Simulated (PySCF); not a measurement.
Several molecules and their computed UV-vis stick spectra, shuffled. The calculation used TDDFT B3LYP/def2-SVPD, vertical, gas phase, core orbitals frozen in the response in PySCF 2.14.0, density-fitted response routines. Geometries: GFN2-xTB; one conformer of each isolated species. Triplets are in the Tamm–Dancoff approximation.

A. `C=CCCCN[SiH3]`
B. `CC[C@H]1C[Si@H](N)C1`
C. `CC(/C=N\[SiH3])=C\C=O`
D. `COC[C@]1(C#N)C[SiH2]1`
E. `C[Si](C)(C=O)CC#N`

Lowest singlet levels (six at most, fewer where fewer were computed) with oscillator strengths:

1. 395 nm (f 0.001); 213 nm (f 0.055); 204 nm (f 0.009); 202 nm (f 0.013); 191 nm (f 0.001); 189 nm (f 0.003); T1 2.46 eV
2. 420 nm (f 0.000); 373 nm (f 0.000); 254 nm (f 0.268); 248 nm (f 0.056); 218 nm (f 0.008); 214 nm (f 0.045); T1 2.54 eV
3. 235 nm (f 0.017); 221 nm (f 0.056); 205 nm (f 0.001); 204 nm (f 0.004); 200 nm (f 0.009); 194 nm (f 0.024); T1 4.30 eV
4. 215 nm (f 0.173); 201 nm (f 0.003); 194 nm (f 0.036); 192 nm (f 0.037); 190 nm (f 0.013); 188 nm (f 0.008); T1 4.58 eV
5. 208 nm (f 0.028); 192 nm (f 0.031); 183 nm (f 0.057); 179 nm (f 0.009); 179 nm (f 0.000); 173 nm (f 0.015); T1 5.68 eV

Question: Match each spectrum to its molecule.

Answer: 1 = E, 2 = C, 3 = A, 4 = D, 5 = B.
- A: S1 at 5.29 eV, HOMO→LUMO (73%), HOMO→LUMO+1 (24%); Löwdin shares by element: HOMO nitrogen 43%, carbon 30% or more (atoms not listed hold the other 27%); LUMO carbon 25% or more, silicon 13%, hydrogen 7% or more (atoms not listed hold the other 54%); HOMO -6.06 and LUMO 0.15 eV.
- B: S1 at 5.95 eV, HOMO→LUMO (98%); Löwdin shares by element: HOMO nitrogen 35%, carbon 32% or more, silicon 14% (atoms not listed hold the other 19%); LUMO hydrogen 30% or more, silicon 29%, nitrogen 15% (atoms not listed hold the other 26%); HOMO -6.71 and LUMO 0.24 eV.
- C: S1 at 2.95 eV, HOMO→LUMO (95%); Löwdin shares by element: HOMO nitrogen 50%, carbon 18% or more, silicon 9% (atoms not listed hold the other 23%); LUMO carbon 33% or more, oxygen 16%, nitrogen 14% (atoms not listed hold the other 37%); HOMO -6.97 and LUMO -2.83 eV.
- D: S1 at 5.77 eV, HOMO→LUMO (90%); Löwdin shares by element: HOMO carbon 38% or more, silicon 23%, nitrogen 15% (atoms not listed hold the other 24%); LUMO silicon 40%, hydrogen 20% or more, carbon 10% or more (atoms not listed hold the other 29%); HOMO -7.06 and LUMO -0.76 eV.
- E: S1 at 3.14 eV, HOMO→LUMO (99%); Löwdin shares by element: HOMO oxygen 50%, carbon 21% or more, silicon 10%, hydrogen 10% or more; LUMO carbon 40% or more, oxygen 34%, silicon 9%, hydrogen 6% or more; HOMO -7.02 and LUMO -2.17 eV.
